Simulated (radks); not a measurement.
Sn3+, configuration [Kr] 4d9 5s1 6s1 (not the ground configuration). Calculated with a radial shooting solver on a logarithmic mesh with Libxc functionals: scalar-relativistic Kohn-Sham, BP86, spin-polarised, spherical densities, finite nucleus; open shells are filled with parallel spins first (spin-orbit coupling, left out, can overturn this in heavy ions); Fermi nuclear charge, rms radius 4.6519 fm.

Unscreened Slater integrals over Kohn-Sham orbitals (cm^-1). They are taken over the spin-up orbitals.

| integral | value |
|---|---|
| F0(6s,6s) | 47538 |
| F0(6s,5s) | 58003 |
| G0(6s,5s) | 3715.1 |
| F0(6s,4d) | 62443 |
| G2(6s,4d) | 3087.5 |
| F0(6s,4p) | 63221 |
| G1(6s,4p) | 2065.2 |
| F0(5s,5s) | 98380 |
| F0(5s,4d) | 118730 |
| G2(5s,4d) | 17158 |
| F0(5s,4p) | 121880 |
| G1(5s,4p) | 9288.3 |
| F0(4d,4d) | 188650 |
| F2(4d,4d) | 95360 |
| F4(4d,4d) | 63033 |
| F0(4d,4p) | 204400 |
| F2(4d,4p) | 103240 |
| G1(4d,4p) | 131100 |
| G3(4d,4p) | 80889 |
| F0(4p,4p) | 224840 |
| F2(4p,4p) | 118080 |

Derived for the open shells (J is the average intra-shell exchange parameter used in DFT+U). 4d: Racah B = F2/49 - 5 F4/441 = 1231 cm^-1, C = 35 F4/441 = 5003 cm^-1, C/B = 4.06, F4/F2 = 0.661, J = (F2 + F4)/14 = 11310 cm^-1.
